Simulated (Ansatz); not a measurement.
Steps of a relaxation of C₂H₉ClSi₂ (`C[SiH](C)[SiH2]Cl`) with RKS PBE-D4/def2-SVP.

```sh
$ ansatz run in.yaml --threads 2 --pin off --events-out ev --progress --plain --max-ram 22528MiB --backend cpu
```

```yaml
crystal:
  periodic: [false, false, false]
  atoms:
    - {symbol: C, position_ang: [-1.673800, 0.413800, 0.474800]}
    - {symbol: Si, position_ang: [-0.215800, -0.569500, 0.142100]}
    - {symbol: C, position_ang: [1.044500, -0.303700, 1.434300]}
    - {symbol: Si, position_ang: [0.743200, 0.025000, -1.914000]}
    - {symbol: Cl, position_ang: [1.211000, 1.984200, -1.929100]}
    - {symbol: H, position_ang: [-2.171400, 0.214900, 1.425400]}
    - {symbol: H, position_ang: [-2.454900, 0.303100, -0.305200]}
    - {symbol: H, position_ang: [-1.444700, 1.543700, 0.479300]}
    - {symbol: H, position_ang: [-0.596000, -1.987300, 0.172400]}
    - {symbol: H, position_ang: [1.392500, 0.743700, 1.520700]}
    - {symbol: H, position_ang: [1.956800, -0.912800, 1.277500]}
    - {symbol: H, position_ang: [0.712500, -0.574700, 2.451700]}
    - {symbol: H, position_ang: [1.842500, -0.750900, -2.225500]}
    - {symbol: H, position_ang: [-0.359300, -0.158600, -2.975400]}
basis:
  gaussian: {orbitals: def2-SVP}
hamiltonian: {xc: pbe, dispersion: d4}
relax: {f_tol: 0.03, max_steps: 200}
```

Positions (Å) and forces (eV/Å) along the path, 9 of 10 steps:

```xyz
14
step=1 energy=-30473.1632 eV
C    -1.674    0.414    0.475   -1.589    2.794   -0.360
Si   -0.216   -0.570    0.142    1.012   -0.504   -0.672
C     1.044   -0.304    1.434    1.344    0.155    1.195
Si    0.743    0.025   -1.914   -3.331   -0.255    0.152
Cl    1.211    1.984   -1.929    0.498    1.618    0.108
H    -2.171    0.215    1.425   -0.116   -0.275    0.597
H    -2.455    0.303   -0.305   -0.007   -0.104   -0.070
H    -1.445    1.544    0.479   -0.076   -1.135   -0.008
H    -0.596   -1.987    0.172   -0.130   -0.818   -0.213
H     1.393    0.744    1.521   -0.047    0.159   -0.205
H     1.957   -0.913    1.278    0.061   -0.057   -0.167
H     0.713   -0.575    2.452   -0.315   -0.103    0.155
H     1.843   -0.751   -2.225    2.224   -1.447   -0.700
H    -0.359   -0.159   -2.975    0.471   -0.027    0.188
14
step=3 energy=-30473.6444 eV
C    -1.728    0.496    0.483    0.239   -0.172    0.036
Si   -0.194   -0.578    0.133   -0.025   -0.045   -0.146
C     1.106   -0.306    1.487   -0.182   -0.112   -0.001
Si    0.676   -0.009   -1.964    0.011   -0.114   -0.203
Cl    1.155    2.038   -1.879   -0.048    0.034    0.029
H    -2.056    0.221    1.508   -0.188    0.187   -0.052
H    -2.556    0.321   -0.233    0.032   -0.103    0.061
H    -1.475    1.576    0.447    0.046   -0.038    0.079
H    -0.596   -2.048    0.119    0.053    0.203   -0.016
H     1.467    0.742    1.519   -0.136    0.035    0.032
H     1.999   -0.961    1.407   -0.168   -0.058   -0.040
H     0.556   -0.551    2.423    0.307    0.123    0.146
H     1.943   -0.737   -2.329    0.001   -0.019    0.018
H    -0.308   -0.233   -3.092    0.056    0.079    0.059
14
step=4 energy=-30473.6223 eV rejected
C    -1.722    0.471    0.514    0.038    0.157   -0.323
Si   -0.178   -0.552    0.100   -0.427   -0.432    0.733
C     1.067   -0.314    1.513    0.233    0.110   -0.290
Si    0.696   -0.029   -2.023   -0.018    0.173    0.245
Cl    1.142    2.020   -1.843    0.044    0.090   -0.056
H    -2.100    0.283    1.540    0.151   -0.111   -0.038
H    -2.541    0.251   -0.199   -0.063    0.067   -0.023
H    -1.468    1.546    0.433   -0.086    0.094   -0.017
H    -0.595   -2.004    0.116    0.039   -0.088   -0.151
H     1.439    0.729    1.485    0.119    0.029    0.053
H     1.927   -0.999    1.381    0.120    0.028    0.050
H     0.633   -0.498    2.519   -0.145   -0.035   -0.175
H     1.976   -0.749   -2.355   -0.053   -0.029   -0.036
H    -0.289   -0.184   -3.153    0.045   -0.056    0.027
14
step=5 energy=-30473.6807 eV
C    -1.721    0.486    0.486    0.016   -0.002   -0.008
Si   -0.196   -0.582    0.133   -0.015   -0.019    0.022
C     1.094   -0.310    1.492   -0.007   -0.009    0.017
Si    0.680   -0.013   -1.971   -0.016    0.006   -0.015
Cl    1.146    2.039   -1.869   -0.022   -0.014    0.015
H    -2.091    0.249    1.505   -0.055    0.050   -0.011
H    -2.542    0.305   -0.236    0.011   -0.036    0.003
H    -1.465    1.565    0.446    0.032   -0.027    0.006
H    -0.592   -2.042    0.107    0.009    0.030   -0.026
H     1.450    0.740    1.510   -0.053   -0.010   -0.020
H     1.979   -0.970    1.387   -0.041   -0.023   -0.027
H     0.605   -0.535    2.463    0.099    0.038    0.046
H     1.944   -0.747   -2.329    0.026   -0.015   -0.005
H    -0.305   -0.216   -3.094    0.016    0.031    0.002
14
step=6 energy=-30473.6910 eV
C    -1.730    0.480    0.482   -0.052    0.016   -0.009
Si   -0.214   -0.600    0.151    0.012    0.030   -0.020
C     1.097   -0.313    1.483    0.049   -0.014    0.031
Si    0.678   -0.010   -1.947   -0.016   -0.127   -0.046
Cl    1.141    2.039   -1.806    0.001    0.001    0.002
H    -2.135    0.281    1.496   -0.002    0.004   -0.021
H    -2.536    0.295   -0.257    0.006   -0.002    0.013
H    -1.450    1.551    0.424    0.004    0.007   -0.010
H    -0.604   -2.056    0.106   -0.014   -0.048    0.002
H     1.442    0.740    1.457    0.005    0.007   -0.014
H     1.980   -0.969    1.343   -0.013    0.007    0.002
H     0.673   -0.513    2.489    0.017    0.000   -0.011
H     1.942   -0.756   -2.306   -0.053    0.071    0.025
H    -0.297   -0.198   -3.087    0.055    0.050    0.058
14
step=7 energy=-30473.6945 eV
C    -1.736    0.479    0.473   -0.022    0.001   -0.008
Si   -0.221   -0.611    0.160   -0.002    0.003    0.003
C     1.106   -0.315    1.478    0.020   -0.008    0.001
Si    0.672   -0.015   -1.933   -0.010   -0.065   -0.018
Cl    1.133    2.032   -1.769    0.009    0.050    0.019
H    -2.147    0.302    1.488   -0.001   -0.005   -0.002
H    -2.540    0.282   -0.265    0.002   -0.004    0.005
H    -1.452    1.548    0.395    0.007    0.008   -0.009
H    -0.614   -2.069    0.121   -0.003    0.001    0.011
H     1.460    0.734    1.428    0.003    0.008   -0.011
H     1.980   -0.981    1.333   -0.006   -0.001    0.001
H     0.697   -0.496    2.493    0.000   -0.005    0.000
H     1.941   -0.742   -2.295    0.000    0.007    0.005
H    -0.292   -0.176   -3.079    0.001    0.008    0.003
14
step=8 energy=-30473.6956 eV
C    -1.742    0.476    0.468    0.000    0.004   -0.002
Si   -0.226   -0.617    0.164    0.001    0.005    0.001
C     1.111   -0.315    1.471    0.004    0.005   -0.001
Si    0.671   -0.017   -1.926   -0.002   -0.020   -0.011
Cl    1.137    2.029   -1.733    0.003    0.025    0.015
H    -2.150    0.313    1.487    0.000    0.001   -0.002
H    -2.546    0.265   -0.265   -0.001    0.000    0.003
H    -1.458    1.544    0.371   -0.003    0.001   -0.002
H    -0.621   -2.074    0.141   -0.002   -0.014   -0.001
H     1.473    0.731    1.401    0.002   -0.002    0.001
H     1.977   -0.991    1.327   -0.001    0.000    0.002
H     0.709   -0.479    2.492    0.003    0.001   -0.001
H     1.942   -0.738   -2.292    0.000   -0.005    0.001
H    -0.289   -0.156   -3.078   -0.003   -0.003   -0.002
14
step=9 energy=-30473.6954 eV rejected
C    -1.744    0.476    0.462    0.006   -0.007   -0.002
Si   -0.229   -0.622    0.166    0.000   -0.013   -0.013
C     1.115   -0.313    1.465   -0.006   -0.001   -0.010
Si    0.669   -0.021   -1.923   -0.017   -0.002    0.052
Cl    1.130    2.024   -1.680    0.011    0.004   -0.030
H    -2.148    0.326    1.484   -0.003    0.003    0.003
H    -2.550    0.253   -0.265    0.000   -0.001    0.003
H    -1.462    1.543    0.349    0.003   -0.006    0.001
H    -0.624   -2.080    0.147   -0.002    0.009    0.013
H     1.485    0.729    1.381   -0.006   -0.003    0.000
H     1.976   -0.997    1.323   -0.001   -0.002    0.002
H     0.718   -0.463    2.489    0.001    0.001    0.007
H     1.939   -0.740   -2.290    0.017    0.006   -0.012
H    -0.288   -0.145   -3.079   -0.002    0.014   -0.014
14
step=10 energy=-30473.6959 eV
C    -1.743    0.474    0.465   -0.002   -0.002   -0.001
Si   -0.228   -0.622    0.166    0.002    0.010    0.005
C     1.112   -0.314    1.467    0.000   -0.001    0.000
Si    0.670   -0.018   -1.923    0.001    0.002   -0.005
Cl    1.138    2.028   -1.707   -0.002   -0.007    0.003
H    -2.147    0.322    1.487    0.001    0.001   -0.001
H    -2.550    0.255   -0.263   -0.001    0.001    0.001
H    -1.461    1.541    0.356    0.000   -0.003   -0.001
H    -0.625   -2.079    0.149    0.001   -0.001   -0.003
H     1.480    0.729    1.387   -0.001   -0.002   -0.001
H     1.975   -0.996    1.326    0.001    0.000    0.002
H     0.713   -0.467    2.491    0.001    0.001   -0.001
H     1.940   -0.738   -2.292    0.002   -0.001    0.001
H    -0.287   -0.145   -3.079   -0.002    0.001    0.001
```

It took 22 s on 2 threads of an AMD EPYC 7R13 on a shared host, with 0.23 GiB of host memory at the peak.
